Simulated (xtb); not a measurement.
CH5F2NSi2, SMILES F[SiH2]/C=N/[SiH2]F. All values are semi-empirical tight-binding results from xtb (GFN2-xTB unless named), good for trends rather than for accurate numbers. Geometry optimised at GFN2-xTB. The structure was generated by enumeration; whether it is a known compound was not checked. Other conformers were not sampled.

Optimised geometry:

```xyz
11

F     -3.1189     0.7324    -0.3697
Si    -2.1459    -0.0010     0.6876
C     -0.4226     0.1651    -0.0897
N      0.5965    -0.3713     0.4138
Si     2.2625    -0.4625     0.0336
F      2.7258     0.3375    -1.2957
H     -2.2745     0.7548     1.9226
H     -2.6029    -1.3784     0.7529
H     -0.3513     0.7604    -1.0145
H      2.9600     0.1875     1.1252
H      2.5343    -1.8569    -0.2533
```

### Question
Estimate the properties. (An estimate is asked for; the answer gives what the named calculation found.)

### Answer

```
Item                                            Result
---------------------------------------  -------------
orbital gap                                    1.98 eV
dipole moment                                   2.05 D
zero-point energy                        36.2 kcal/mol
G − E(el) at 298.15 K (modified RRHO)    14.4 kcal/mol
static polarisability (D4 model)            80.3 bohr³
solvation energy, GFN2-xTB/ALPB(water)    0.1 kcal/mol
solvation energy, GFN2-xTB/ALPB(ch2cl2)  -3.1 kcal/mol
```

### Question
Give the atomic charges and the Wiberg bond orders between heavy atoms. (The exact figures need the calculation; the answer reports its results.)

### Answer
charges (e) F1 -0.27, Si2 0.54, C3 0.00, N4 -0.31, Si5 0.55, F6 -0.29, H7 -0.05, H8 -0.05, H9 0.02, H10 -0.07, H11 -0.07. Bond orders F1–Si2 1.10, Si2–C3 0.85, C3–N4 1.96, N4–Si5 1.09, Si5–F6 1.06.
